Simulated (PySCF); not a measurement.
First SCF of a structure search on singlet Ca2Te, at a hand-made bent geometry. PySCF input:

```python
from pyscf import gto, scf, dft
mol = gto.M(atom='''
Te     0.000000     0.000000     0.000000
Ca     2.514800     0.000000     1.760900
Ca    -2.514800     0.000000     1.760900''',
    basis={'Te': 'def2-TZVP', 'Ca': 'def2-TZVP'},
    ecp={'Te': 'def2-TZVP'},
    charge=0, spin=0)
mf = dft.RKS(mol, xc='PBE0')
mf.grids.atom_grid = (50, 194)
aux = {'Te': 'def2-universal-JKFIT', 'Ca': 'def2-universal-JKFIT'}
mf = mf.density_fit(auxbasis=aux)
mf.conv_tol = 1e-08
mf.diis_space = 10
mf.max_cycle = 60
mf.init_guess = 'minao'
mf.verbose = 4
mf.kernel()
```

Excerpt of the output (cycles and frontier levels):

```
init E= -1581.12271712869
  HOMO = -0.423797993716533  LUMO = -0.399246931007704  gap/eV = 0.66807
cycle= 1 E= -1620.18155336835  delta_E= -39.1  |g|=  3.4  |ddm|= 28.1
cycle= 2 E= -1600.63525140163  delta_E= 19.5  |g|= 8.48  |ddm|= 11.8
  HOMO = -0.0989637897054127  LUMO = -0.0692782843455537  gap/eV = 0.80778
cycle= 3 E= -1622.81502114982  delta_E= -22.2  |g|= 0.637  |ddm|= 6.36
  HOMO = -0.0979119971152199  LUMO = -0.092495177995168  gap/eV = 0.14740
cycle= 4 E= -1622.47809986632  delta_E= 0.337  |g|= 0.89  |ddm|= 2.04
  HOMO = -0.130897321772541  LUMO = -0.101015312656141  gap/eV = 0.81313
cycle= 5 E= -1622.87589359418  delta_E= -0.398  |g|= 0.145  |ddm|= 1.22
  HOMO = -0.136422127198182  LUMO = -0.102564528517646  gap/eV = 0.92131
cycle= 6 E= -1622.88505675341  delta_E= -0.00916  |g|= 0.0486  |ddm|= 0.197
  HOMO = -0.136414175700843  LUMO = -0.102984964016365  gap/eV = 0.90966
cycle= 7 E= -1622.88609227586  delta_E= -0.00104  |g|= 0.0169  |ddm|= 0.0741
  HOMO = -0.137158267140696  LUMO = -0.1039651604717  gap/eV = 0.90323
cycle= 8 E= -1622.88617469301  delta_E= -8.24e-05  |g|= 0.00554  |ddm|= 0.0341
  HOMO = -0.137030717995933  LUMO = -0.103952237526465  gap/eV = 0.90011
cycle= 9 E= -1622.8861864591  delta_E= -1.18e-05  |g|= 0.000655  |ddm|= 0.00998
  HOMO = -0.136998603822282  LUMO = -0.103948022792251  gap/eV = 0.89935
cycle= 10 E= -1622.88618672496  delta_E= -2.66e-07  |g|= 0.000211  |ddm|= 0.00223
  HOMO = -0.137001960992201  LUMO = -0.103963070874946  gap/eV = 0.89903
cycle= 11 E= -1622.88618676993  delta_E= -4.5e-08  |g|= 0.00011  |ddm|= 0.000984
  HOMO = -0.136999708970212  LUMO = -0.103964832901801  gap/eV = 0.89892
cycle= 12 E= -1622.88618677802  delta_E= -8.09e-09  |g|= 2.15e-05  |ddm|= 0.000385
  HOMO = -0.136999766749759  LUMO = -0.103965145970891  gap/eV = 0.89892
Extra cycle  E= -1622.88618677813  delta_E= -1.14e-10  |g|= 2.61e-05  |ddm|= 9.09e-05
converged SCF energy = -1622.88618677813
```

No lower solution of this spin was found from smeared starts or by a stability analysis within the restricted form, which does not test spin polarisation.

At the minimum of this search the closed-shell solution is unstable towards spin polarisation, so a lower open-shell solution exists.

The search for the lowest solution, 3 starts and the stability check together, took 46 s on 2 threads of a shared AMD EPYC (Zen 3) host, with 122 basis functions; the process peaked at 0.47 GiB.
